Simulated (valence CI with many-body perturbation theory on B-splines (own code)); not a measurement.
# Os36+: M1 decay

Level of theory: valence CI with perturbative core correlation (CI+MBPT): four valence electrons over a frozen Dirac-Fock core [Kr], a basis of 7 s, 7 p, 8 d, 6 f, 4 g, 1 h functions for each j, with the one-electron correlation potential Σ1, the two-electron term Σ2, the three-electron term Σ3, Breit, model QED; selected CI, second order for the rest, scaled by the run's own slope (own B-spline code, finite nucleus).

The last digits are not significant, and no measured levels were compared; by estimate large intervals hold to a few tenths of a per cent, small ones and those within an open d or f shell to about a per cent. The list stops below the first excitations out of the core.

Lines 1 to 50 of 120 in falling wavelength, among levels below 131.489 eV, chosen from the decays that carry over 1 % of a level's rate. Wavelengths and rates use the calculated energies. Weak lines are less certain than strong ones. Lines between different terms over intervals too small for the method are left out, as are lines whose strength nearly cancels. The highest levels of a list are the least certain. Branching is blank where the lifetime is uncertain.

Levels are named by their leading jj configuration (3d3/2^4 stands for four electrons in 3d with j = 3/2), which in mixed levels can hold well under half, so a name can repeat and another be missing. Letters in brackets count levels of one name in rising energy.

```
λ vac (nm)                      Upper                      Lower  Type   A (s⁻¹)  Branch %
     857.7        (4d3/2^3 4d5/2) J=3        (4d3/2^3 4d5/2) J=2    M1  2.28e+01      43.0
     854.9      (4d3/2^2 4d5/2^2) J=6      (4d3/2^2 4d5/2^2) J=5    M1  1.19e+01      63.2
     674.5        (4d3/2^3 4d5/2) J=3        (4d3/2^3 4d5/2) J=4    M1  3.01e+01      56.8
     240.7      (4d3/2^2 4d5/2^2) J=1  (4d3/2^2 4d5/2^2) J=0 [a]    M1  8.72e+02       1.1
     237.8  (4d3/2^2 4d5/2^2) J=4 [b]  (4d3/2^2 4d5/2^2) J=3 [a]    M1  5.04e+02       3.1
     223.8        (4d3/2^3 4d5/2) J=2        (4d3/2^3 4d5/2) J=1    M1  1.67e+03      97.5
     199.3  (4d3/2^2 4d5/2^2) J=2 [d]  (4d3/2^2 4d5/2^2) J=2 [c]    M1  1.05e+03      11.4
     177.9  (4d3/2^2 4d5/2^2) J=2 [b]  (4d3/2^2 4d5/2^2) J=2 [a]    M1  9.80e+02       4.3
     169.7  (4d3/2^2 4d5/2^2) J=4 [c]  (4d3/2^2 4d5/2^2) J=3 [b]    M1  5.37e+02       1.6
     157.7        (4d3/2 4d5/2^3) J=0    (4d3/2 4d5/2^3) J=1 [a]    M1  1.99e+03       2.4
     120.1  (4d3/2^2 4d5/2^2) J=4 [c]      (4d3/2^2 4d5/2^2) J=5    M1  3.42e+02       1.0
     117.2    (4d3/2 4d5/2^3) J=3 [b]  (4d3/2^2 4d5/2^2) J=2 [d]    M1  1.52e+03       1.3
     115.1    (4d3/2 4d5/2^3) J=1 [b]  (4d3/2^2 4d5/2^2) J=0 [b]    M1  5.19e+03       3.6
     111.0  (4d3/2^2 4d5/2^2) J=2 [d]  (4d3/2^2 4d5/2^2) J=2 [b]    M1  9.22e+02      10.0
     104.5  (4d3/2^2 4d5/2^2) J=2 [d]  (4d3/2^2 4d5/2^2) J=3 [b]    M1  3.40e+02       3.7
     104.1  (4d3/2^2 4d5/2^2) J=2 [c]  (4d3/2^2 4d5/2^2) J=2 [a]    M1  1.48e+03       1.3
     96.81  (4d3/2^2 4d5/2^2) J=4 [c]  (4d3/2^2 4d5/2^2) J=4 [a]    M1  3.96e+03      12.0
     91.62  (4d3/2^2 4d5/2^2) J=2 [d]      (4d3/2^2 4d5/2^2) J=1    M1  2.18e+02       2.4
     89.39    (4d3/2 4d5/2^3) J=2 [b]    (4d3/2 4d5/2^3) J=3 [a]    M1  2.77e+03       2.6
     81.73  (4d3/2^2 4d5/2^2) J=4 [a]        (4d3/2^3 4d5/2) J=3    M1  7.86e+03      11.1
     79.04  (4d3/2^2 4d5/2^2) J=3 [a]        (4d3/2^3 4d5/2) J=3    M1  4.06e+04      57.2
     78.48    (4d3/2 4d5/2^3) J=3 [a]  (4d3/2^2 4d5/2^2) J=4 [b]    M1  6.33e+03       3.3
     78.25  (4d3/2^2 4d5/2^2) J=2 [a]        (4d3/2^3 4d5/2) J=2    M1  2.19e+04      17.0
     77.58    (4d3/2 4d5/2^3) J=2 [a]  (4d3/2^2 4d5/2^2) J=2 [c]    M1  6.54e+03       4.1
     77.38    (4d3/2 4d5/2^3) J=1 [b]  (4d3/2^2 4d5/2^2) J=2 [d]    M1  2.32e+04      16.2
     77.11    (4d3/2 4d5/2^3) J=3 [c]  (4d3/2^2 4d5/2^2) J=2 [d]    M1  6.38e+03       6.6
     75.45              (4d5/2^4) J=2    (4d3/2 4d5/2^3) J=3 [c]    M1  1.13e+04       4.3
     73.80    (4d3/2 4d5/2^3) J=3 [b]  (4d3/2^2 4d5/2^2) J=2 [c]    M1  1.84e+03       1.6
     73.60  (4d3/2^2 4d5/2^2) J=2 [d]  (4d3/2^2 4d5/2^2) J=3 [a]    M1  9.17e+02      10.0
     72.90  (4d3/2^2 4d5/2^2) J=4 [a]        (4d3/2^3 4d5/2) J=4    M1  6.28e+04      88.9
     72.37  (4d3/2^2 4d5/2^2) J=3 [a]        (4d3/2^3 4d5/2) J=2    M1  3.03e+04      42.6
     72.26        (4d3/2^3 4d5/2) J=1              (4d3/2^4) J=0    M1  6.88e+04     100.0
     71.75    (4d3/2 4d5/2^3) J=1 [a]  (4d3/2^2 4d5/2^2) J=2 [b]    M1  8.66e+03       3.5
     69.40              (4d5/2^4) J=4    (4d3/2 4d5/2^3) J=3 [b]    M1  9.07e+03       3.5
     68.74    (4d3/2 4d5/2^3) J=2 [b]  (4d3/2^2 4d5/2^2) J=2 [d]    M1  4.72e+03       4.5
     68.37  (4d3/2^2 4d5/2^2) J=2 [d]  (4d3/2^2 4d5/2^2) J=2 [a]    M1  1.95e+02       2.1
     67.77        (4d3/2 4d5/2^3) J=5  (4d3/2^2 4d5/2^2) J=4 [b]    M1  3.29e+04      35.7
     66.13    (4d3/2 4d5/2^3) J=4 [a]      (4d3/2^2 4d5/2^2) J=5    M1  7.65e+03       4.6
     66.01  (4d3/2^2 4d5/2^2) J=0 [b]      (4d3/2^2 4d5/2^2) J=1    M1  3.04e+04          
     63.61      (4d3/2^2 4d5/2^2) J=5        (4d3/2^3 4d5/2) J=4    M1  3.72e+04      99.8
     63.10    (4d3/2 4d5/2^3) J=1 [a]      (4d3/2^2 4d5/2^2) J=1    M1  4.48e+04      18.4
     61.71        (4d3/2 4d5/2^3) J=5      (4d3/2^2 4d5/2^2) J=6    M1  1.80e+04      19.5
     60.64      (4d3/2^2 4d5/2^2) J=1        (4d3/2^3 4d5/2) J=2    M1  7.76e+04      97.7
     60.12        (4d3/2 4d5/2^3) J=6      (4d3/2^2 4d5/2^2) J=6    M1  3.62e+04      45.2
     60.08    (4d3/2 4d5/2^3) J=3 [c]  (4d3/2^2 4d5/2^2) J=4 [c]    M1  4.31e+04      44.9
     59.99  (4d3/2^2 4d5/2^2) J=3 [b]        (4d3/2^3 4d5/2) J=3    M1  9.17e+03          
     59.86    (4d3/2 4d5/2^3) J=4 [a]  (4d3/2^2 4d5/2^2) J=3 [a]    M1  4.04e+04      24.2
     59.51  (4d3/2^2 4d5/2^2) J=0 [a]        (4d3/2^3 4d5/2) J=1    M1  1.94e+05     100.0
     59.32  (4d3/2^2 4d5/2^2) J=4 [b]        (4d3/2^3 4d5/2) J=3    M1  1.49e+04      92.7
     59.25    (4d3/2 4d5/2^3) J=2 [a]  (4d3/2^2 4d5/2^2) J=2 [b]    M1  3.73e+04      23.4
```
